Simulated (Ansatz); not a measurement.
Geometry optimisation, UKS PBE0/def2-SVP in Ansatz 0.2.0.

Input file:

```yaml
crystal:
  periodic: [false, false, false]
  atoms:
    - { symbol: O, position_ang: [-1.7553, -0.3972, -0.1866] }
    - { symbol: In, position_ang: [0.1689, 0.0105, 0.1171] }
    - { symbol: H, position_ang: [1.04, -1.0974, 0.7144] }
    - { symbol: H, position_ang: [-2.6627, -0.24451, -0.55185] }
magnetization:
  spin_polarized: true
  initial_magnetization: 1
basis:
  gaussian: { orbitals: def2-SVP }
hamiltonian:
  xc: pbe0
relax:
  f_tol: 0.02
  max_steps: 50
```

Command:

```bash
$ ansatz run input.yaml --threads 1 --pin off --max-ram 2048MiB --backend cpu --events-out ev --progress --plain --runs-dir out
```

Task: Where does it end, and by what steps?

Result: The run converged. After 6 steps the energy has fallen by 0.688 eV; O1 moved furthest, 0.28 Å.

```tsv
step	energy less start (eV)	largest force component (eV/Å)	accepted
0	0.0000	3.191	yes
1	-0.5087	0.700	yes
2	-0.6114	0.515	yes
3	-0.6796	0.519	yes
4	-0.6820	0.336	yes
5	-0.6871	0.137	yes
6	-0.6877	0.006	yes
```

```xyz
4
Properties=species:S:1:pos:R:3
O -1.862 -0.653 -0.167
In 0.011 0.069 0.051
H 1.132 -1.116 0.758
H -2.490 -0.029 -0.548
```

The run took 21 s on 1 thread of Intel(R) Xeon(R) Platinum 8259CL CPU @ 2.50GHz (Skylake/Cascade Lake), with other jobs on the host, peak memory 0.14 GiB.
